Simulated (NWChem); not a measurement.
Molecule: C$_{2}$H$_{5}$BO$_{3}$; SMILES O=CB(O)CO

```xyz
11

O      0.7038     2.2005     0.0645
C      0.8653     0.9860     0.1290
B     -0.4572     0.0552     0.0082
O     -1.5926     0.7652    -0.1452
C     -0.4550    -1.5192     0.0974
O      0.8488    -2.1058    -0.0745
H      1.8884     0.5814     0.2732
H     -1.3435     1.7155    -0.1431
H     -0.7698    -1.8056     1.1121
H     -1.2003    -1.9807    -0.5712
H      1.0830    -2.0311    -1.0115
```
Atoms are numbered in this order, from 1.

Computed with NWChem. Pople sets run with spherical d functions. All runs use the structure optimised with B3LYP/6-31G* (spherical d). GIAO values for the isolated, static molecule; σ is the absolute isotropic shielding, δ = σ(reference) − σ with the isolated reference molecule computed at the same levels (1H: tetramethylsilane, 17O: water).

For level B3LYP/6-311G**:

```yaml
"δ O1 (ppm)": 878.9
"δ O6 (ppm)": 4.4
"δ H8 (ppm)": 7.36
"δ H9 (ppm)": 3.82
"δ H10 (ppm)": 4.02
"δ H11 (ppm)": -0.35
```

Question: Estimate the same quantities for level Hartree-Fock/6-31G*.

Answer: 
- δ O1 (ppm): 798.3
- δ O6 (ppm): -25.7
- δ H8 (ppm): 7.13
- δ H9 (ppm): 3.58
- δ H10 (ppm): 3.63
- δ H11 (ppm): 0.20
